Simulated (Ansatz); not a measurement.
All numbers were calculated with Ansatz.

A structure relaxed at PBE0-D4/def2-TZVP, charge 0, multiplicity 1:

```xyz
11

C     1.137   -0.281    0.161
C    -0.284   -0.146   -0.355
O    -0.394    0.768   -1.380
F    -0.649   -1.412   -0.844
B    -1.270    0.213    0.840
Cl   -1.557    1.863    1.271
H     1.781   -0.618   -0.658
H     1.198   -1.020    0.962
H     1.498    0.681    0.529
H     0.303    0.599   -2.024
H    -1.761   -0.647    1.499
```

Question: Give its formula and SMILES.

Answer: C2H5BClFO, `CC(O)(F)BCl`.

Question: Summarise the bond lengths by kind.

Answer: 1 × C–C 1.518 Å; 3 × C–H 1.091 to 1.095 Å; 1 × C–O 1.378 Å; 1 × C–F 1.405 Å; 1 × B–C 1.590 Å; 1 × H–O 0.964 Å; 1 × B–Cl 1.729 Å; 1 × B–H 1.190 Å.
